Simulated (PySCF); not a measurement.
C6H15P.
SMILES with atom numbers: `[CH3:1][CH2:2][P:3]([CH2:4][CH3:5])[CH2:6][CH3:7]` (hydrogens: H8, H9, H10 on C1; H11, H12 on C2; H13, H14 on C4; H15, H16, H17 on C5; H18, H19 on C6; H20, H21, H22 on C7)

Cartesian coordinates in Å at the PBE0-D3(BJ)/def2-SVP level; atoms count from 1:
```xyz
22
C6H15P angstrom
C     -1.6431   -2.2593    0.4136
C     -0.3136   -1.5323    0.5534
P     -0.1624   -0.0466   -0.5575
C      1.5163    0.5575   -0.0282
C      2.6630   -0.2564   -0.6109
C     -1.2272    1.1510    0.3890
C     -1.2939    2.5317   -0.2478
H     -2.4898   -1.6294    0.7289
H     -1.8261   -2.5571   -0.6305
H     -1.6678   -3.1696    1.0324
H     -0.1357   -1.2300    1.6014
H      0.5113   -2.2104    0.2778
H      1.5921    1.6031   -0.3705
H      1.5687    0.5821    1.0753
H      2.6078   -0.2915   -1.7100
H      2.6537   -1.2960   -0.2479
H      3.6385    0.1745   -0.3361
H     -2.2369    0.7088    0.4254
H     -0.8735    1.2141    1.4340
H     -0.3097    3.0255   -0.2591
H     -1.9817    3.1929    0.3020
H     -1.6434    2.4730   -1.2905
```

The calculation used TDDFT PBE0/def2-SVPD, vertical, gas phase, core orbitals frozen in the response (PySCF).

Transition dipole moments from the ground state, in atomic units and in the frame of the coordinates above (overall signs are arbitrary), for the states with f of 0.002 or more among the lowest 6:

| state | E (eV) | μx | μy | μz |
| --- | --- | --- | --- | --- |
| S1 | 6.111 | 0.738 | -0.104 | -0.122 |
| S2 | 6.114 | 0.087 | 0.742 | -0.109 |
| S3 | 6.162 | 0.069 | 0.050 | 0.360 |
| S4 | 6.798 | -0.172 | -0.116 | -0.935 |
| S5 | 6.955 | 0.375 | 0.204 | -0.100 |
| S6 | 6.964 | 0.212 | -0.383 | 0.010 |

Question: What oscillator strength does each state have?

Answer: f = (2/3) ΔE |μ|² with ΔE in hartree (27.2114 eV).

```tsv
state	|μ|² (au)	|μ| (D)	f
S1	0.570	1.92	0.085
S2	0.569	1.92	0.085
S3	0.136	0.94	0.021
S4	0.917	2.43	0.153
S5	0.192	1.11	0.033
S6	0.192	1.11	0.033
```

Question: Label these states by symmetry in C3.

Answer: From a totally symmetric ground state, an allowed state transforms like the component of the dipole operator along its μ. Polarised along the main axis, so A: S3 and S4. Polarised across the main axis, so E: S1, S2, S5 and S6.

Question: What angle do the transition dipoles of S3 and S4 make?

Answer: |cos θ| = |μa·μb| / (|μa| |μb|) = 1.00, so θ ≈ 1° (taken between 0 and 90°, since the signs are arbitrary).

Question: How is the summed strength of these states shared among x, y and z?

Answer: (2/3) Σ ΔE μα² gives 0.120 for x, 0.119 for y and 0.171 for z, 0.409 in all.

Question: What peak molar absorption coefficient would the strongest computed level give as a lone Gaussian band 0.5 eV wide at half height?

Answer: ε(max) = 2.175×10⁸ f / FWHM, with the width in cm⁻¹. S1/S2 (f summed): 2.175×10⁸ × 0.1706 / 4033 ≈ 9200 L mol⁻¹ cm⁻¹.

S1/S2 and S5/S6 coincide within about 0.01 eV; within a degenerate level the directions of the single components are arbitrary.

Time: 48 s; peak memory 1.1 GiB. Hardware: one thread of an AMD EPYC 7B13, no GPU, shared host with 64 logical CPUs at a one-minute load of 21.

One conformer stands for the species.

Without π bonds the low states may be Rydberg-like; a valence basis with one diffuse set may place them up to an eV too high.
